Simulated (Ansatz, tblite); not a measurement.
Isomers of ZrS3⁻ (doublet), found by a short tight-binding search and relaxed with PBE0-D4/def2-SVPD in Ansatz.

In the def2 sets Zr takes a core potential; there is no spin–orbit coupling. The xTB rows come from tblite. HSE06 is defined as in plane-wave codes, on full-range PBE exchange. Correlated methods freeze 15 core orbitals; core or outer-core shells of Zr are correlated, in sets that lack core-valence functions. In CCSD on the charge -1 doublet the largest single amplitude is 0.42, so its Hartree–Fock determinant may place the open shell otherwise than the density functionals do.

Run but left out: HF/def2-SVPD, MP2/def2-SVPD (B: a determinant that CCSD turns far, T1 0.061).

A: At PBE-D4/def2-TZVPD the highest occupied level of the charge -1 doublet lies above zero (up to 0.10 eV). It is a level of α spin, whose loss leaves a singlet; that state wasn't run at this geometry and level. The electron is either unbound and held by the finite basis, or the level is raised by self-interaction error. B: At CCSD(T)/def2-SVPD T1 of the charge -1 doublet is large (up to 0.061), so the single-reference result is doubtful.

Other spin states were run for one of them alone.

A:

```xyz
4

Zr   -0.272   -0.129    0.759
S    -0.317   -1.117   -1.490
S    -1.036    1.891    1.444
S     1.625   -0.646   -0.714
```

B:

```
atom   x (Å)   y (Å)   z (Å)
 Zr1   0.011   0.006  -0.298
  S2  -0.915  -2.106   0.019
  S3   2.272   0.260   0.190
  S4  -1.369   1.840   0.089
```

**Question.** Estimate their order by electronic energy at CAM-B3LYP-D4/def2-TZVPD, counted from the lowest.

**Answer.** B (0.0) < A (47.8), in kJ/mol.

**Question.** Do the other levels pick the same lowest one?

**Answer.** All that were run do. Energies above each level's lowest (kJ/mol):

```json
{"level": "GFN1-xTB", "A": "80.1", "B": "0.0"}
{"level": "GFN2-xTB", "A": "62.8", "B": "0.0"}
{"level": "PBE-D4/def2-TZVPD", "A": "71.0", "B": "0.0"}
{"level": "r2SCAN-D4/def2-TZVPD", "A": "71.6", "B": "0.0"}
{"level": "PBE0-D4/def2-TZVPD", "A": "47.9", "B": "0.0"}
{"level": "HSE06-D4/def2-TZVPD", "A": "50.0", "B": "0.0"}
{"level": "CAM-B3LYP-D4/def2-TZVPD", "A": "47.8", "B": "0.0"}
{"level": "CCSD/def2-SVPD", "A": "60.3", "B": "0.0"}
{"level": "CCSD(T)/def2-SVPD", "A": "77.1", "B": "0.0"}
```
Point groups (tolerance 0.1 Å): A Cs, B C3v. Lower isomers may exist.
